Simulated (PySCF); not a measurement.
B3LYP has the VWN-RPA correlation part, as in Gaussian. 

```xyz
4

N      1.7645    -0.2636    -0.0092
C      0.6637     0.0841    -0.0006
S     -0.9144     0.6954     0.0135
H     -1.5098    -0.5122    -0.0042
```

Charge 0, multiplicity 1.

### Question
Give the Mulliken and meta-Löwdin atomic charges from B3LYP-D3(BJ)/def2-TZVP run with PySCF.

### Answer

| atom | Mulliken (e) | meta-Löwdin (e) |
|---|---|---|
| N1 | -0.01 | -0.21 |
| C2 | -0.13 | -0.04 |
| S3 | -0.03 | 0.12 |
| H4 | 0.17 | 0.12 |
